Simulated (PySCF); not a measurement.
From one molecule to another.

First species: C₁₂H₉F.
Bonds: F1–C2, C2–C3 (aromatic), C3–C4 (aromatic), C4–C5 (aromatic), C5–C6 (aromatic), C6–C7 (aromatic), C7–C8, C8–C9 (aromatic), C9–C10 (aromatic), C10–C11 (aromatic), C11–C12 (aromatic), C12–C13 (aromatic), C2–C7 (aromatic), C8–C13 (aromatic). Hydrogens: H14 on C3; H15 on C4; H16 on C5; H17 on C6; H18 on C9; H19 on C10; H20 on C11; H21 on C12; H22 on C13.

Second species: C₅H₂F₆.
Cartesian coordinates in Å at the PBE0-D3(BJ)/def2-SVP level; atoms count from 1:
```xyz
13
C5H2F6 angstrom
C      2.3923    0.2342   -0.2916
C      1.1075    0.1024   -0.1365
C     -0.1885   -0.0247    0.0161
C     -0.8173   -1.3616    0.3310
F     -1.4536   -1.8603   -0.7285
F     -1.7101   -1.2452    1.3147
F      0.1001   -2.2470    0.7057
C     -1.1081    1.1680   -0.1003
F     -0.4950    2.1924   -0.6836
F     -1.5250    1.5730    1.0992
F     -2.1899    0.8669   -0.8188
H      3.0384    0.4743    0.5590
H      2.8554    0.1091   -1.2757
```

Levels: B3LYP/def2-SVPD for dipole moment, HOMO energy, LUMO energy, HOMO–LUMO gap, static isotropic polarisability and electronic spatial extent ⟨r²⟩ about the centre of nuclear charge; TDDFT B3LYP/def2-SVPD for lowest singlet excitation; TDA B3LYP/def2-SVPD for lowest triplet excitation (Tamm–Dancoff); PBE0-D3(BJ)/def2-SVP for rotational constant A and rotational constant C. Geometries: PBE0-D3(BJ)/def2-SVP. All species are isolated and taken at one optimised geometry, non-relativistic unless stated. Electronic properties by PySCF.

The conformers computed, where there is a choice (atom-mapped SMILES and torsion angles):
- `[F:1][c:2]1[cH:3][cH:4][cH:5][cH:6][c:7]1-[c:8]1[cH:9][cH:10][cH:11][cH:12][cH:13]1`: C6–C7–C8–C9 -40°
- `[CH2:1]=[C:2]=[C:3]([C:4]([F:5])([F:6])[F:7])[C:8]([F:9])([F:10])[F:11]`: C2–C3–C4–F5 -107°, C2–C3–C8–F9 16°

(1) Which has the higher rotational constant A?

(2) Which of the two has the higher rotational constant C, and by how much?

(3) Which of the two has the higher static isotropic polarisability, and by how much?

(4) Which of the two has the higher HOMO energy, and by how much?

(5) Which has the higher ⟨r²⟩?

(6) Which of the two has the higher S1 energy, and by how much?

(7) Which of the two has the higher dipole moment, and by how much?

(8) Which has the higher LUMO energy?

Results:

(1) The first: 1.899 GHz against 1.351 GHz, a difference of 0.548 GHz.

(2) The second: 0.746 GHz against 0.436 GHz, a difference of 0.310 GHz.

(3) The first: 142.3 au against 67.7 au, a difference of 74.6 au.

(4) The first: -6.52 eV against -8.87 eV, a difference of 2.35 eV.

(5) The first: 2493 bohr² against 1498 bohr², a difference of 995 bohr².

(6) The second: 5.71 eV against 4.79 eV, a difference of 0.92 eV.

(7) The second: 3.46 D against 1.21 D, a difference of 2.25 D.

(8) The first: -1.26 eV against -1.58 eV, a difference of 0.32 eV.

On the first: The principal polarisabilities are 84.3, 136.4 and 206.3 au; their mean is the isotropic value. A dipole of 1.21 D is allowed in C1, and pure rotational transitions are dipole-allowed.

On the second: Point group C2 permits a dipole; with 3.46 D the species has a pure rotational spectrum. No computed singlet falls in the visible range (750 to 380 nm, 1.65 to 3.26 eV); S1 lies 2.45 eV above its blue end.
